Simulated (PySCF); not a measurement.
C2H7FSi2, SMILES F/C=C\[SiH2][SiH3].

The structure is a stationary point at B3LYP-D3(BJ)/def2-SVP. The structure was generated by enumeration; whether it is a known compound was not checked. One conformer was computed; it need not be the lowest.

Vertical ionisation energy (IE) and electron affinity (EA) in eV. Rows of orbital energies are one-electron estimates. Where ΔSCF, EOM or ADC give a negative EA the extra electron is unbound and the value depends on the basis.

```csv
level,IE,EA
"−ε(HOMO), −ε(LUMO), r2SCAN/def2-TZVP (PySCF)",6.60,1.40
"−ε(HOMO), −ε(LUMO), PBE/def2-TZVP (PySCF)",6.38,1.59
```
